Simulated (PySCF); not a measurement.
C3H7AlO, SMILES [OH][Al]([CH3])[CH]=C.

Coordinates come from a PBE0-D3(BJ)/def2-SVP optimisation. The structure was generated by enumeration; whether it is a known compound was not checked. Other conformers were not sampled.

Two levels are set side by side: TDA-PBE/def2-SVPD (PySCF) and TDA-LC-ωPBE/def2-SVPD (PySCF). Vertical, same geometry. The lowest singlet is HOMO→LUMO 99 % with PBE and HOMO→LUMO 89 % with the other functional; states are paired by order. Differences are taken from unrounded values.

| quantity | TDA-LC-ωPBE | TDA-PBE | TDA-PBE minus TDA-LC-ωPBE |
|---|---|---|---|
| lowest singlet excitation (eV) | 5.68 | 4.73 | -0.95 |
| lowest triplet excitation (TDA) (eV) | 3.90 | 4.10 | 0.20 |
| first bright state (f over 0.05) (eV) | 7.14 | 5.75 | -1.39 |
| its oscillator strength | 0.51 | 0.08 | -0.43 |

Functionals without exact exchange tend to place singlet excitations lower, as here. Differences between two approximate levels are no errors against the true value.

Rough cost on one machine, each run with all the roots and properties that it gave: TDA-LC-ωPBE against TDA-PBE about 3 times.
